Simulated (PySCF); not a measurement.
Compound: C2H10OSi4 (charge -1 and doublet state).
Cartesian coordinates in Å at the GFN2-xTB level; atoms count from 1:
```xyz
17
C2H10OSi4 angstrom
C      3.243    0.577   -0.793
C      2.168   -0.234   -0.628
Si     0.485    0.271    0.029
O      0.301    1.878   -0.456
Si    -1.041    0.498    2.051
Si    -2.625   -0.655    0.815
Si    -1.184   -1.026   -0.956
H      3.146    1.653   -0.761
H      4.243    0.209   -0.984
H      2.377   -1.303   -0.637
H      0.868    2.143   -1.174
H     -0.494   -0.432    3.094
H     -1.730    1.428    3.016
H     -3.284   -1.874    1.347
H     -3.838    0.133    0.476
H     -0.840   -2.464   -1.105
H     -1.804   -0.792   -2.288
```

The hyperfine couplings belong to this conformer and change with its torsions.

Identity: `[CH2-][CH][Si]1(O)[SiH2][SiH2][SiH2]1` [radical] (charge -1).

The calculation used UKS B3LYP, pcH-1 on C H O Si, non-relativistic, mean-field spin-orbit, GIAO (PySCF). Whether the extra electron is bound in the gas phase wasn't checked; a finite basis holds it in any case. Couplings are sensitive to structure, and on GFN2-xTB geometries they can be far from those on DFT ones, by a factor of two or more for some ions and for spin on atoms past the first row. The SCF solution wasn't tested for stability.

Question: Where do the isotropic ENDOR lines of C2, C1, H13/H17, H14, H8, H9, H15, Si3, Si5/Si7 and Si6 fall at 3354.4 mT, to first order?

Answer: For S = 1/2 in fast tumbling each set of equivalent nuclei gives two lines, ν± = |νn ± a/2| to first order, with νn = g_N μN B/h and μN/h = 7.62259 MHz/T.

```
 nuclei  isotope      g_N  νn (MHz)  a_iso (MHz)  lower line (MHz)  upper line (MHz)
     C2      13C   1.4048     35.92        35.93             17.95             53.89
     C1      13C   1.4048     35.92        25.12             23.36             48.48
H13/H17       1H   5.5857    142.82        76.18            104.73            180.91
    H14       1H   5.5857    142.82        29.12            128.26            157.38
     H8       1H   5.5857    142.82       -13.21            136.21            149.43
     H9       1H   5.5857    142.82       -10.17            137.74            147.91
    H15       1H   5.5857    142.82         6.10            139.77            145.87
    Si3     29Si  -1.1106     28.40      -261.45            102.33            159.12
Si5/Si7     29Si  -1.1106     28.40      -155.97             49.59            106.38
    Si6     29Si  -1.1106     28.40        17.10             19.85             36.95
```

The rows for 13C and 29Si, of low natural abundance, apply to labelled samples.

Question: Which pairs are centred on the nuclear Larmor frequency, and which on half the coupling?

Answer: Centred on νn, since |a| < 2νn: C2, C1, H13/H17, H14, H8, H9, H15 and Si6. Centred on |a|/2 and split by 2νn: Si3 and Si5/Si7.

Question: At what field would the lower line of Si5/Si7 fall to zero frequency?

Answer: Where νn = |a|/2, that is B = 77.99 MHz/(1.1106 × 7.62259 MHz/T) = 9210 mT, as far as first order holds there.

Couplings of abundant isotopes left out: H11 (-1.6 MHz) and H12/H16 (1.2 MHz).

Nuclei that the bonding pattern makes equivalent are averaged, as if the motion that swaps them (rotation, inversion, ring flip) were fast. H8 and H9 aren't averaged: C1 is flat or nearly so (angle sum 360°), and its turn about the short C1–C2 bond (1.36 Å) is taken as slow. The 29Si value of -156.0 MHz is a mean of couplings from -327.8 to 15.9 MHz in this one geometry, not an average over conformers. The 1H value of +76.2 MHz is a mean of couplings from 46.2 to 106.1 MHz in this one geometry, not an average over conformers.

The SMILES draws the unpaired electron on C2; the largest computed Mulliken spin population is on Si3 (0.36 against -0.02).
